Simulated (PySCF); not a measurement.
Two species compared at the same levels of theory.

First species: C6H14Ge.
Bonds: C1–C2, C2–Ge3, Ge3–C4, C4–C5, C5–C6, C6–C7, Ge3–C7. Hydrogens: H8, H9, H10 on C1; H11, H12 on C2; H13 on Ge3; H14, H15 on C4; H16, H17 on C5; H18, H19 on C6; H20, H21 on C7.

Second species: C3H4FN.
SMILES: `FC[C@H]1C=N1`

Levels: CAM-B3LYP/def2-SVPD for HOMO energy, LUMO energy, HOMO–LUMO gap and static isotropic polarisability; TDDFT CAM-B3LYP/def2-SVPD for lowest singlet excitation; TDA CAM-B3LYP/def2-SVPD for lowest triplet excitation (Tamm–Dancoff); ΔSCF CAM-B3LYP/def2-SVPD for vertical ionisation energy. Geometries: PBE0-D3(BJ)/def2-SVP. All species are isolated and taken at one optimised geometry, non-relativistic unless stated. Electronic properties by PySCF.

Dipoles, sizes and rotational constants follow the conformer. The torsions of the flexible species, by atom-mapped SMILES:
- `[F:1][CH2:2][C@H:3]1[CH:4]=[N:5]1`: F1–C2–C3–C4 80°

The conformers of `C[CH2][GeH]1[CH2]CC[CH2]1` aren't listed.

Question: Which of the two has the higher vertical ionisation energy, and by how much?

Answer: The second: 10.79 eV against 9.56 eV, a difference of 1.23 eV.

Question: Which has the higher HOMO energy?

Answer: The first: -8.90 eV against -9.70 eV, a difference of 0.80 eV.

Question: Which of the two has the higher S1 energy, and by how much?

Answer: The first: 7.38 eV against 5.23 eV, a difference of 2.15 eV.

Question: Which of the two has the higher HOMO–LUMO gap, and by how much?

Answer: The first: 10.19 eV against 9.89 eV, a difference of 0.30 eV.

Question: Which has the higher T1 energy?

Answer: The first: 7.18 eV against 4.49 eV, a difference of 2.69 eV.

Question: Which has the higher LUMO energy?

Answer: The first: 1.29 eV against 0.19 eV, a difference of 1.10 eV.

Question: Which of the two has the higher static isotropic polarisability, and by how much?

Answer: The first: 100.3 au against 40.7 au, a difference of 59.6 au.

On the first: The polarisability is 14.86 Å³ as a volume (1 au = 0.148185 Å³), or 1.22 au for each of the 82 electrons. The ΔSCF ionisation energy exceeds −ε(HOMO) by 0.66 eV with CAM-B3LYP. Relativistic effects, spin–orbit coupling among them, are left out although an element past zinc is present.

On the second: The ΔSCF ionisation energy exceeds −ε(HOMO) by 1.09 eV with CAM-B3LYP. The principal polarisabilities are 34.9, 39.5 and 47.8 au; their mean is the isotropic value.
